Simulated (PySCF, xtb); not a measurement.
CH4OZn, SMILES [Zn]([CH3])[OH]. Other conformers were not sampled.

Harmonic wavenumbers (cm⁻¹) from GFN2-xTB (xtb) at its own minimum, in rising order: 17, 74, 239, 397, 479, 534, 671, 683, 1279, 1477, 1484, 3048, 3057, 3077, 3721.

### Question
What does PBE-D3(BJ)/def2-TZVP (PySCF) give at its own minimum? (Estimate from the structure and the level; the computed values follow.)

### Answer
13, 150, 155, 527, 665, 687, 703, 750, 1167, 1406, 1407, 2980, 3065, 3067, 3744. Paired by order, the mean absolute difference is 74 cm⁻¹ and the zero-point energies are 28.9 and 29.3 kcal/mol.
